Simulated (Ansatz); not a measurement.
Computed with Ansatz on PBE0-D4/def2-TZVP structures; ΔE is electronic, products minus reactants. CBS: MP2 limit from def2 TZ/QZ plus the TZ coupled-cluster correction, frozen cores. This one scheme is used for every species. DFT in def2-TZVPP. Elements past krypton have def2 core potentials. For In outer-core shells are correlated without core-valence functions, which leaves a few kJ/mol of doubt a bond.

Consider the hydrogenolysis of a C–In bond: `C=[C](F)[InH2]` + H₂ → `C=CF` + `[InH3]`.

`C=[C](F)[InH2]`:

Z-matrix (Å, degrees):
```
C
C 1 1.327
H 1 1.086 2 122.0
H 1 1.082 2 119.6 3 -180.0
F 2 1.356 1 117.9 3 -0.0
In 2 2.154 1 124.7 3 -179.9
H 6 1.716 2 119.9 1 179.6
H 6 1.721 2 115.2 1 -0.3
```

H₂:

Z-matrix (Å, degrees):
```
H
H 1 0.746
```

`C=CF`:

```xyz
6

C     0.048    0.545    0.439
C    -0.082   -0.437   -0.428
F     0.476   -1.637   -0.238
H     0.617    0.423    1.352
H    -0.425    1.495    0.235
H    -0.634   -0.390   -1.360
```

`[InH3]`:

Cartesian coordinates in Å:
```
In 0.000 0.000 0.000
H 0.014 1.666 0.443
H -1.461 -0.734 -0.547
H 1.446 -0.932 0.105
```

**Question.** Is it downhill or uphill in electronic energy at CCSD(T)/CBS, and by how much? (Estimate.)

**Answer.** Computed: Downhill: ΔE = -27.0 kJ/mol.

**Question.** What do these levels give: revPBE, r2SCAN, PBE0, BHLYP, CCSD/def2-TZVPP, MP2/CBS(def2)? (Estimate.)

**Answer.** Computed: revPBE -34.1, r2SCAN -32.3, PBE0 -40.5, BHLYP -48.6, CCSD/def2-TZVPP -37.3, MP2/CBS(def2) -19.2 kJ/mol.

Largest T1 diagnostic among the species: 0.014.

From PBE to PBE0 (25 % exact exchange), in def2-TZVPP and without D4, ΔE moves by −7.3 kJ/mol. Leaving LDA and LC-ωPBE aside and taking each functional with its dispersion term where it has one, the values, not all of them listed here, spread over 20.2 kJ/mol, from B97M-V to revPBE-D4. The D4 term adds +7.7 kJ/mol with B3LYP and +4.2 kJ/mol with PBE0; it sums over pairs of atoms, weighted by their polarisabilities, and B3LYP, whose exchange is more repulsive, gets the larger term.

B3LYP here is the variant with VWN-RPA as its local correlation; programs differ in this.
